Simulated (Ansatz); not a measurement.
Mulliken charges of B₂FH₃O, SMILES `BOBF` from ωB97M-V/def2-TZVPP in Ansatz (PBE0-D4/def2-TZVP geometry).

```
atom   x (Å)   y (Å)   z (Å)  charge (e)
  B1  -0.717   0.983  -0.081       0.030
  O2  -0.402  -0.213   0.491      -0.297
  B3   0.655  -0.994   0.130       0.321
  F4   0.822  -2.125   0.782      -0.218
  H5  -0.039   1.415  -0.971       0.053
  H6  -1.675   1.558   0.341       0.072
  H7   1.418  -0.692  -0.739       0.039
```

By hand: the dipole of these point charges (1 e Å = 4.8032 D).

Σ q r = (0.062, 0.397, -0.333) e Å, of length 0.522 e Å = 2.51 D.

How does the dipole of the full density compare? (Best estimate.)

Ansatz gave: (0.048, 0.165, -0.158) e Å, 1.12 D; the point charges give 2.24 times that, at 6° from its direction.

Point charges leave out the atoms' own dipoles, such as those of lone pairs, and Mulliken's split depends on the basis, so the two needn't agree.
